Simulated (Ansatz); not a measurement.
C2H3F2NOSi (`C[Si](F)(F)N=C=O`). Charge 0, multiplicity 1. Geometry: relaxed with PBE0-D4/def2-TZVP. It is one conformer, not always the lowest.

```xyz
10

C     1.428   -0.583    0.522
Si   -0.182   -0.537   -0.345
F     0.004   -0.775   -1.899
F    -1.138   -1.688    0.174
N    -0.975    0.941   -0.133
C    -1.820    1.785   -0.196
O    -2.612    2.633   -0.233
H     2.085    0.205    0.148
H     1.921   -1.545    0.368
H     1.289   -0.434    1.595
```

**Question.** What is the dipole moment at ωB97M-V/def2-TZVPP? (Best estimate.)

**Answer.** Computed: 2.48 D, with components (2.20, -0.23, 1.10) D in this frame, pointing from negative to positive charge.

**Question.** And with PBE, r2SCAN, B3LYP? (Estimate.)

**Answer.** Computed: PBE 2.44 D, r2SCAN 2.48 D, B3LYP 2.52 D.

**Question.** Give the Mulliken charges with ωB97M-V, B3LYP, PBE in def2-TZVPP. (Estimate.)

**Answer.** The calculation gave: 
```csv
atom,ωB97M-V,B3LYP,PBE
C1,-0.45,-0.39,-0.39
Si2,0.83,0.85,0.70
F3,-0.29,-0.31,-0.26
F4,-0.29,-0.31,-0.26
N5,-0.30,-0.26,-0.17
C6,0.33,0.26,0.18
O7,-0.21,-0.19,-0.15
H8,0.13,0.12,0.12
H9,0.13,0.11,0.12
H10,0.13,0.11,0.12
```

B3LYP here is the variant with VWN-RPA as its local correlation; programs differ in this.
